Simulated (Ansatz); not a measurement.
Consider the ligand exchange at the Si–O bond: `OCBO[SiH3]` + `[OH][Sc]([F])[F]` → `[F][Sc]([F])[O][SiH3]` + `OBCO`.

Computed with Ansatz on PBE0-D4/def2-TZVP structures; ΔE is electronic, products minus reactants. CCSD(T)/CBS adds triple-zeta CCSD(T) − MP2 to the extrapolated MP2 energy (def2 sets, frozen cores). Functionals use def2-TZVPP. For Sc outer-core shells are correlated without core-valence functions, which leaves a few kJ/mol of doubt a bond. Scalar relativity is left out up to krypton. Each species was taken in one conformer, which may not be the lowest.

Is it downhill or uphill in electronic energy at CCSD(T)/CBS, and by how much? (Estimate.)

The calculation gave: Downhill: ΔE = -8.6 kcal/mol.

What do these levels give: PBE-D4, PBE, r2SCAN, HF/def2-QZVPP, MP2/def2-QZVPP, MP2/CBS(def2)? (Best estimate.)

Ansatz gave: PBE-D4 -8.8, PBE -8.9, r2SCAN -9.0, HF/def2-QZVPP -7.5, MP2/def2-QZVPP -8.4, MP2/CBS(def2) -8.5 kcal/mol.

Largest T1 diagnostic among the species: 0.017.

In def2-TZVPP, CCSD(T) changes the Hartree–Fock value by −1.1 kcal/mol (the triples alone add −0.3 kcal/mol) and MP2 by −0.9 kcal/mol.
